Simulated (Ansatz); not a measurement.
`[F][Mo]([F])(=[S])([Cl])[Cl]` + H–F → `[F][Mo]([F])([F])(=[S])[Cl]` + HCl at 500 K and 1 bar (ligand exchange at a Mo–Cl bond).

Computed with Ansatz on PBE0-D4/def2-TZVP structures; ΔE is electronic, products minus reactants. CCSD(T)/CBS adds triple-zeta CCSD(T) − MP2 to the extrapolated MP2 energy (def2 sets, frozen cores). This one scheme is used for every species. Elements past krypton have def2 core potentials. For Mo outer-core shells are correlated without core-valence functions, which leaves a few kJ/mol of doubt a bond.

```
                       species  CCSD(T)/CBS energy (Eh)  H − E (kJ/mol)  S (J/(mol·K))
`[F][Mo]([F])(=[S])([Cl])[Cl]`              -1585.22878            71.8          441.0
                           H–F               -100.39570            39.4          188.7
 `[F][Mo]([F])([F])(=[S])[Cl]`              -1225.24239            72.9          427.8
                           HCl               -460.38127            32.5          201.9
```

H − E and S are ideal-gas, rigid-rotor, harmonic terms from PBE0-D4/def2-TZVP. 1 Eh = 2625.50 kJ/mol, R = 8.31446 J/(mol·K).

Problem. By hand: ΔE, ΔH, ΔS and ΔG.

Solution. ΔE = (-1225.24239) + (-460.38127) − (-1585.22878) − (-100.39570) = 0.00082 Eh = 2.2 kJ/mol. Δ(H − E) = 72.9 + 32.5 − 71.8 − 39.4 = -5.8, so ΔH = -3.6 kJ/mol. ΔS = 427.8 + 201.9 − 441.0 − 188.7 = 0.0 J/(mol·K). ΔG = -3.6 − 500 × (0.0)/1000 = -3.6 kJ/mol.

Problem. By hand: the equilibrium constant, and the temperature at which ΔG would vanish if ΔH and ΔS stayed fixed.

Solution. log₁₀ K = −ΔG/(RT ln 10) = 0.4. With ΔH or ΔS at zero there is no such temperature.

The number of gas molecules stays the same, so ΔS is small and ΔH decides. The sign of ΔG lies within the doubt. A doubt of 5 kJ/mol in ΔE shifts log₁₀ K by 0.5 here. These are equilibria of isolated gas molecules and say nothing of rates. Largest T1 diagnostic: 0.024 (customary marks: 0.02 for closed shells, 0.045 for open ones).

ΔS is within the doubt of such terms, so its sign, and with it that verdict, could turn.
